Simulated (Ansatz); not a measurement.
Two structures of CH₇NSn, closed shell, reached by relaxing down either side of one saddle point (PBE0-D4/def2-TZVP). Energies are electronic, without zero-point energy. Program: Ansatz 0.2.0. Basis: def2-TZVPP and def2-QZVPP. Cores are frozen in the correlated methods. Filled d shells of the heavier atoms are correlated. Core potentials replace the inner electrons of the atoms past krypton. The def2 sets are not built for correlating such inner shells, so the correlated values are less sure here. Extrapolation: Hartree–Fock as exp(−7.88 √X), correlation as X^−2.97. First:

| atom | x (Å) | y (Å) | z (Å) |
| --- | --- | --- | --- |
| Sn1 | -0.5679 | 0.0377 | 0.5264 |
| C2 | 1.5575 | -0.1117 | 0.4349 |
| N3 | -1.2194 | -0.1406 | -1.3949 |
| H4 | -1.0101 | 0.6687 | -1.9660 |
| H5 | -1.0371 | 1.5256 | 1.2530 |
| H6 | -1.2888 | -1.2654 | 1.3658 |
| H7 | 1.9620 | 0.7180 | -0.1457 |
| H8 | 1.8321 | -1.0493 | -0.0480 |
| H9 | 1.9884 | -0.0826 | 1.4360 |
| H10 | -2.2168 | -0.3006 | -1.4615 |

Second:

```
10
angstrom
Sn -1.6450 -0.1904 0.5728
C 1.8291 0.0366 -0.1750
N -2.3855 -0.1845 -1.1733
H 1.2073 -0.0150 -1.0694
H -1.3305 1.0969 1.6611
H -1.2119 -1.6898 1.2491
H 2.8737 0.1326 -0.4705
H 1.7097 -0.8744 0.4127
H 1.5507 0.9050 0.4238
H -2.5976 0.7829 -1.4313
```

Task: Which bonds change from the first to the second?

Result: CH₇NSn ([CH3][SnH2][NH2]) → SnNH₃ ([NH][SnH2]) + CH₄; bonds formed: C2–H4; bonds broken: Sn1–C2, N3–H4.

Task: Give the saddle point's structure and its height above each. (To be estimated.)

Result: The calculation gives: 83.50 kcal/mol above the first and 36.40 kcal/mol above the second (CCSD(T) at an estimated basis limit (MP2 extrapolated from triple and quadruple zeta, plus CCSD(T) − MP2 in triple zeta)).
```
10
angstrom
Sn -1.0687 -0.0486 0.6415
C 1.2514 -0.0674 -0.0953
N -1.2265 -0.1446 -1.3124
H 0.1966 0.0074 -0.9037
H -1.1708 1.3351 1.6653
H -1.0113 -1.4495 1.6343
H 1.8351 0.6768 -0.6437
H 1.6861 -1.0597 -0.2090
H 1.3769 0.2299 0.9619
H -1.8689 0.5207 -1.7390
```

T1 diagnostic: at most 0.022. The restricted Hartree–Fock reference is unstable towards an unrestricted one at one or more of these structures.

Labels in which every atom is bracketed show which atoms are joined, not bond orders.

For scale, one of the runs: CCSD(T)/def2-TZVPP, 210 basis functions, launched by `ansatz run in.yaml --threads 4 --pin off --events-out ev --progress --plain --max-ram 9574MiB`. The run took 85 s on 4 CPU threads of an Arm Neoverse V1 (shared host), with 3.2 GiB of host memory at its peak.
